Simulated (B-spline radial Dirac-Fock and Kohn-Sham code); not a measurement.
Level of theory: ΔSCF Dirac-Fock with Breit, self-energy and vacuum polarisation, finite nucleus, configuration average; a radial finite-basis atomic code. Free neutral atoms.

Question: Order these X-ray lines by photon energy, lowest first.
A. I Lα1
B. Pm Lγ5
C. Cd Lβ6
D. Cd Lβ4
E. Te Lη
F. Eu Lα1

Answer: D (3370.5 eV), C (3422.2 eV), E (3603.3 eV), A (3938.5 eV), F (5844.5 eV), B (6672.4 eV).

Values without a named source are computed, but for edge energies of neutral atoms, which are taken from tables.
